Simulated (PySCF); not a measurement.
Si²⁺ (silicon, charge +2): M06-2X calculation

Configuration: [Ne] 3s2, closed-shell 1S. Calculation: PySCF 2.14, in cc-pV(D+d)Z (4s3p2d, 23 functions); the non-relativistic Hamiltonian (point nucleus).

```json
{
 "Total energy": "-288.4592 hartree",
 "One-electron energy": "-390.1473 hartree",
 "Hartree (Coulomb) energy": "121.9200 hartree",
 "Exchange-correlation energy": "-20.2319 hartree",
 "Kinetic energy": "287.66273 hartree",
 "⟨S²⟩": "0.0000",
 "⟨L²⟩": "0.000",
 "Sum of ⟨r⟩": "8.504 bohr",
 "Sum of ⟨r²⟩": "11.80 bohr²",
 "Density at the nucleus (Gaussians lack the cusp)": "1720 bohr⁻³",
 "Langevin diamagnetic susceptibility": "-9.35 ×10⁻⁶ cm³/mol",
 "Time after the integrals": "0.16 s of wall time on 1 thread of Neoverse-V2 (shared host)"
}
```

| shell | electrons | mean orbital energy (eV) | rms radius, mean of both spins (bohr) |
| --- | --- | --- | --- |
| 1s | 2 | -1847.5 | 0.129 |
| 2s | 2 | -173.90 | 0.617 |
| 2p | 6 | -127.69 | 0.600 |
| 3s | 2 | -31.033 | 2.10 |
